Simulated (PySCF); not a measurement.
C2H6Cl2Hf, SMILES [Cl][Hf]([CH3])([CH3])[Cl], multiplicity 1.

The structure is a stationary point at PBE0-D3(BJ)/def2-SVP. The multiplicity is an assumed one; other spin states were not compared. The def2 effective core potentials stand for the cores of Hf; spin–orbit coupling is left out.

All values below come from TDA-PBE/def2-SVPD in PySCF 2.14.0.

Vertical excitations. The molecule is in vacuum. State labels are in the subgroup C2v.

Computed UV-visible absorptions:
| state | symmetry | energy (eV) | λ (nm) | f | main pairs |
|---|---|---|---|---|---|
| S1 | B2 | 4.47 | 278 | 0.001 | HOMO→LUMO 100 % |
| S2 | B1 | 4.62 | 269 | 0.000 | HOMO→LUMO+1 99 % |
| S3 | A2 | 4.87 | 255 | 0.000 | HOMO−1→LUMO+1 96 % |
| S4 | A1 | 5.00 | 248 | 0.001 | HOMO−1→LUMO 98 % |
| S5 | A2 | 5.34 | 232 | 0.000 | HOMO→LUMO+2 95 % |
| S6 | B1 | 5.64 | 220 | 0.006 | HOMO−1→LUMO+2 87 % |
| S7 | B2 | 5.67 | 219 | 0.001 | HOMO−2→LUMO+1 95 % |
| S8 | B1 | 5.71 | 217 | 0.006 | HOMO−2→LUMO 71 %, HOMO−3→LUMO+1 16 %, HOMO−1→LUMO+2 11 % |
| S9 | B2 | 5.78 | 214 | 0.003 | HOMO→LUMO+3 78 %, HOMO−3→LUMO 14 % |
| S10 | B2 | 5.83 | 213 | 0.006 | HOMO−3→LUMO 81 % |
| T1 | B2 | 4.17 | 297 | 0 | HOMO→LUMO 100 % |
| T2 | B1 | 4.23 | 293 | 0 | HOMO→LUMO+1 99 % |
| T3 | A1 | 4.48 | 277 | 0 | HOMO−1→LUMO 99 % |
| T4 | A2 | 4.57 | 271 | 0 | HOMO−1→LUMO+1 94 % |
Triplets are in the Tamm–Dancoff approximation.
